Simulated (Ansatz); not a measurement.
Wavefunction ladder for CH₇FO₃SiTi, SMILES `C[O][Ti]([OH])([F])[O][SiH3]`

Cartesian coordinates in Å:
```
C 1.0824 1.3521 1.9453
O 1.2593 0.3709 0.9735
Ti 0.9751 -0.5656 -0.4839
O 1.0912 -2.3168 -0.1175
F 2.1793 -0.1285 -1.7088
O -0.6618 -0.1901 -1.1080
Si -2.2243 -0.1523 -1.5934
H 1.1792 0.9094 2.9410
H 0.0913 1.8074 1.8562
H 1.8421 2.1308 1.8318
H 1.2934 -2.8065 0.6798
H -2.3034 0.3788 -2.9780
H -2.8023 -1.5208 -1.5536
H -3.0015 0.7312 -0.6842
```

The species carries charge 0 and has multiplicity 1. Correlated methods include outer-core shells of Ti, which these sets cover unevenly. Scalar relativity is left out up to krypton. Geometry: relaxed with PBE0-D4/def2-TZVP. It is one conformer, not always the lowest. Frozen core, restricted reference, the Gaussian-basis code of Ansatz.

```
     basis      HF (Eh)  MP2 corr.  CCSD corr.       (T)  CCSD(T) total
  def2-SVP  -1503.07264   -1.30370    -1.33885  -0.04739    -1504.45888
def2-TZVPP  -1503.75888   -1.69664    -1.72190  -0.07726    -1505.55804
def2-QZVPP  -1503.80091   -1.83366           –         –              –
```
